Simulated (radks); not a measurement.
The mean radii <r> (bohr) of the occupied orbitals of an atom or ion are listed with their occupations. Method: scalar-relativistic Kohn-Sham, PBEsol, spin-polarised, spherical densities, point nucleus; computed with a radial shooting solver on a logarithmic mesh with Libxc functionals.

| orbital | occ. | <r> |
|---|---|---|
| 1s | 2 | 0.04031 |
| 2s | 2 | 0.1779 |
| 2p | 6 | 0.1552 |
| 3s | 2 | 0.5110 |
| 3p | 6 | 0.5191 |
| 3d | 10 | 0.5255 |
| 4s | 2 | 1.453 |
| 4p | 6 | 1.713 |

Name the element and its charge. Open shells, if any, are filled with parallel spins first.

Answer. Z = 37, rubidium, charge +1: Rb+ in [Kr]. The 1s radius gives Z: for a bare nucleus <r> = (2 gamma + 1)/(2Z) with gamma = sqrt(1 - (Z/c)^2), 0.03954 bohr for Z = 37, and screening makes it slightly larger (0.04031 here). The occupations add up to 36, and the charge is Z minus that.
